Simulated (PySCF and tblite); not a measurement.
The numbers below are computed, except where a source is named.
System: C3H7BO3Si, numbered as in [OH:1][B:2]([OH:3])[C:4]1=[CH:5][O:6][CH2:7][SiH2:8]1.

Motion: rotation about the B2–O3 bond (torsion O1–B2–O3–H from 0° to 179°, rising). GFN2-xTB gives an electronic barrier of 11.5 kcal/mol and a reaction energy of 4.7 kcal/mol.

What does PBE0/pcSseg-1 + D3(BJ) give on GFN2-xTB geometries?

A barrier of 10.8 kcal/mol, 0.7 below the tight-binding barrier (from unrounded values), a reaction energy of 4.1 kcal/mol and, with GFN2-xTB thermal terms, ΔG‡(298 K) = 9.7 kcal/mol and k = 9.9×10⁵ s⁻¹ (2 equivalent paths).

Programs: tblite and PySCF.
